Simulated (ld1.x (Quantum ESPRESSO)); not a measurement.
Transferability test, TM semilocal potential for O (Z = 8)

O, norm-conserving Troullier–Martins (semilocal form), made with ld1.x (Quantum ESPRESSO) 7.5 (PW91, scalar-relativistic). Core [He], reference 2s2 2p4. Waves: 2s (bound): rc 0.65 bohr; 3d channel at -0.05 Ry: rc 1.05 bohr; 2p (bound): rc 1.00 bohr. Local part: the p channel. Core correction: none.

Energies are relative to the spin-unpolarised reference configuration 2s2 2p4; without spin polarisation the order of configurations can differ from experiment.

```
valence configuration  charge  ΔE all-electron (eV)  error AE − PS (meV)
              2s2 2p3      +1                16.524                 +0.4
              2s2 2p2      +2                50.225                  +28
              2s2 2p1      +3               104.230                 +185
            2s2 2p4.3    -0.3                -2.145                 +0.1
              2s1 2p4      +1                31.711                  0.0
              2s1 2p5       0                14.915                  +11
              2s2 2p0      +4               181.273                 +764
```

ld1.x printed “convergence not achieved” for 4 of the counted tests; their residual had stalled under 1e-8, short of the target of 1e-14.
